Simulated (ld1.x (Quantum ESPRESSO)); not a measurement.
Before and after: ultrasoft potential for arsenic (As)

ld1.x (Quantum ESPRESSO) 7.5 input, shortened:

```
&input
   title='As', zed=33., rel=1, dft='PBE', iswitch=3,
   config='[Ar] 3d10 4s2 4p3 4d-2'
 /
 &inputp
   pseudotype=3, tm=.true., lloc=-1, rcloc=1.70,
   nlcc=.false.,
   which_augfun='PSQ', rmatch_augfun_nc=.true.
 /
6
4S  1  0   2.00   0.00  1.45  1.80  0.0
4S  1  0   0.00   3.60  1.45  1.80  0.0
4P  2  1   3.00   0.00  1.55  1.85  0.0
4P  2  1   0.00   2.20  1.55  1.85  0.0
4D  3  2  -2.00   0.05  1.75  1.95  0.0
4D  3  2  -2.00   1.45  1.75  1.95  0.0
 &test
   configts(1)='4s2 4p3'
 /
```

Change: core correction a·sin(br)/r model core inside 2.20 bohr.

Cutoffs: the cutoffs (Ry, on a coarse ladder) from which the occupation-weighted sum of valence levels, in a spherical-Bessel basis at the reference potential, stays within 10 and 1 mRy of its value at 400 Ry; they do not see the model core or the augmentation charge, which bear on the density cutoff. Errors are all-electron minus pseudo energies relative to the spin-unpolarised reference configuration.

**Question.** What does the change do?

**Answer.** The potential gets neither clearly harder nor softer (10 Ry and 18 Ry → 10 Ry and 18 Ry); of the 7 tests that both files solve, the error grows in 5 and shrinks in 1 by more than 15 % and 0.3 meV (median size 12.5 → 7.9 meV); neither file shows a bound ghost. A model core, the more so a compact one, raises the density cutoff, which this test does not measure.

```tsv
quantity	base	changed
cutoff, loose	10 Ry	10 Ry
cutoff, tight	18 Ry	18 Ry
bound ghosts	none	none
error for 4s2 4p2, meV [ΔE 9.15 eV]	-4.4	-7.6
error for 4s2 4p1, meV [ΔE 27.07 eV]	-24	-47
error for 4s2 4p0, meV [ΔE 54.77 eV]	-50	-139
error for 4s1 4p3, meV [ΔE 19.26 eV]	+1.8	-5.5
error for 4s1 4p4, meV [ΔE 9.42 eV]	+13	+7.9
error for 4s2 4p3.3, meV [ΔE -1.23 eV]	+0.1	0.0
error for 4s1 4p0, meV [ΔE 105.42 eV]	+22	-235
s: phases at 2.14 bohr within 0.05 rad from the reference energy up to (Ry; the scan ends near 5)	to the end of the scan	to the end of the scan
p: phases at 2.14 bohr within 0.05 rad from the reference energy up to (Ry; the scan ends near 5)	to the end of the scan	to the end of the scan
d: phases at 2.14 bohr within 0.05 rad from the reference energy up to (Ry; the scan ends near 5)	to the end of the scan	to the end of the scan
lowest overlap eigenvalue by channel	s 0.50, p 0.61, d 0.93	s 0.50, p 0.61, d 0.93
```
